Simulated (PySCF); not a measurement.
Compound: C₅H₈Si.
Numbering: `[CH3:1][C:2]#[C:3][SiH:4]1[CH2:5][CH2:6]1` (hydrogens: H7, H8, H9 on C1; H10 on Si4; H11, H12 on C5; H13, H14 on C6)

Computed with PBE0-D3(BJ)/def2-SVP geometry optimisation, gas phase in PySCF.

(1) What internal coordinates does the optimisation give?

## Answers

(1) 
```json
{"bond": "C1–C2", "length (pm)": "145.0", "order": "single"}
{"bond": "C2≡C3", "length (pm)": "122.0", "order": "triple"}
{"bond": "C3–Si4", "length (pm)": "181.0", "order": "single"}
{"bond": "Si4–C5, Si4–C6", "length (pm)": "185.9", "order": "single"}
{"bond": "C5–C6", "length (pm)": "154.0", "order": "single"}
{"bond": "C1–H7, C1–H8, C1–H9", "length (pm)": "110.1", "order": "single"}
{"bond": "Si4–H10", "length (pm)": "148.2", "order": "single"}
{"bond": "C5–H11, C6–H13", "length (pm)": "109.5", "order": "single"}
{"bond": "C5–H12, C6–H14", "length (pm)": "109.6", "order": "single"}
```

Bonds in one row agree within 1 pm and their mean is given. Orders are formal, as drawn. A selection of angles:
```json
{"angle": "C2–C1–H7", "degrees": "110.8"}
{"angle": "H7–C1–H8", "degrees": "107.9"}
{"angle": "C1–C2–C3", "degrees": "179.7"}
{"angle": "C2–C3–Si4", "degrees": "178.5"}
{"angle": "C3–Si4–C5", "degrees": "119.6"}
{"angle": "C3–Si4–H10", "degrees": "114.7"}
{"angle": "C5–Si4–C6", "degrees": "49.0"}
{"angle": "C5–Si4–H10", "degrees": "119.3"}
{"angle": "Si4–C5–C6", "degrees": "65.5"}
{"angle": "Si4–C5–H11", "degrees": "118.3"}
{"angle": "Si4–C5–H12", "degrees": "119.3"}
{"angle": "C6–C5–H11", "degrees": "116.5"}
{"angle": "C6–C5–H12", "degrees": "116.9"}
{"angle": "H11–C5–H12", "degrees": "112.6"}
{"angle": "Si4–C6–H13", "degrees": "118.6"}
```

Dihedral angles: C3–Si4–C5–C6 -105° (anticlinal); C3–Si4–C6–C5 105° (anticlinal). The mirror-image conformer, all signs reversed, is as good.

The 3 C–C bonds span 1.220 Å (C2≡C3, drawn triple) to 1.540 Å (C5–C6, drawn single), a spread of 0.320 Å. The 3-membered ring Si4–C5–C6 has internal angles of 49.0° to 65.5°. The 3 C–Si bonds span 1.810 Å (C3–Si4, drawn single) to 1.859 Å (Si4–C6, drawn single), a spread of 0.049 Å. Si4 (SiH silicon) has angles from 49.0° to 119.7°.

PBE0-D3(BJ)/def2-SVP frequencies: not computed here.
